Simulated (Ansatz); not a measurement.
Geometry optimisation, RKS B3LYP-D4/6-31G* in Ansatz 0.2.0.

input.yaml

```yaml
crystal:
  periodic: [false, false, false]
  atoms:
    - { symbol: B, position_ang: [0.0, 0.0, 0.0] }
    - { symbol: H, position_ang: [0.0, 0.0, 1.54] }
    - { symbol: "N", position_ang: [1.3423, 0.0, -0.775] }
    - { symbol: H, position_ang: [1.8089, -0.9179, -1.0268] }
    - { symbol: H, position_ang: [1.7937, 0.9179, -1.0532] }
    - { symbol: C, position_ang: [-1.3856, 0.0, -0.8] }
    - { symbol: H, position_ang: [-1.9458, -0.9305, -0.5708] }
    - { symbol: H, position_ang: [-1.9898, 0.8797, -0.4946] }
    - { symbol: H, position_ang: [-1.1839, 0.0508, -1.8903] }
    - { symbol: S, position_ang: [0.0982, 2.076, 0.6906] }
    - { symbol: H, position_ang: [0.6507, 2.1151, 1.9763] }
    - { symbol: H, position_ang: [0.0413, 0.8741, 1.6662] }
basis:
  gaussian: { orbitals: "6-31G*" }
hamiltonian:
  xc: b3lyp
  dispersion: d4
relax:
  f_tol: 0.15
  max_steps: 25
  restrain:
    - { distance: [0, 9], at: 3.09, k: 30.0 }
    - { distance: [11, 1], at: 1.86, k: 30.0 }
    - { distance: [0, 1], at: 1.19, k: 30.0 }
    - { distance: [11, 9], at: 1.4, k: 30.0 }
```

Run as:

```bash
$ ansatz run input.yaml --threads 2 --pin off --max-ram 3072MiB --backend cpu --events-out ev --progress --plain --runs-dir out
```

Problem. Where does it end, and by what steps?

Solution. The forces met the threshold. The restraints hold the end off the free minimum. After 12 steps the energy has fallen by 4.357 eV (the restraints' own energy left out); H5 moved furthest, 1.21 Å. Joined: B1–H2 (1.54 → 1.20 Å).

| step | energy less start (eV) | largest force component (eV/Å) | accepted |
| --- | --- | --- | --- |
| 0 | 0.0000 | 3.472 | yes |
| 1 | -0.5813 | 1.975 | yes |
| 2 | -0.9198 | 3.015 | yes |
| 3 | -1.6550 | 2.989 | yes |
| 4 | -2.7214 | 1.665 | yes |
| 5 | -3.3526 | 1.439 | yes |
| 6 | -3.6950 | 1.121 | yes |
| 7 | -3.9424 | 1.438 | yes |
| 8 | -4.1451 | 0.940 | yes |
| 9 | -4.2794 | 0.973 | yes |
| 10 | -4.3203 | 0.868 | yes |
| 11 | -4.3540 | 0.770 | yes |
| 12 | -4.3572 | 0.801 | yes |

```xyz
12
Properties=species:S:1:pos:R:3
B 0.032 -0.268 -0.128
H 0.041 -0.605 1.020
N 1.258 -0.259 -0.796
H 2.141 -0.460 -0.349
H 1.348 0.042 -1.758
C -1.335 0.031 -0.858
H -1.948 -0.881 -0.874
H -1.933 0.781 -0.325
H -1.221 0.375 -1.895
S -0.082 2.448 1.366
H 0.990 2.744 2.136
H -0.061 1.118 1.724
```

Run time: 33 s on 2 threads of Arm Neoverse V1 (shared host), peak memory 0.16 GiB.
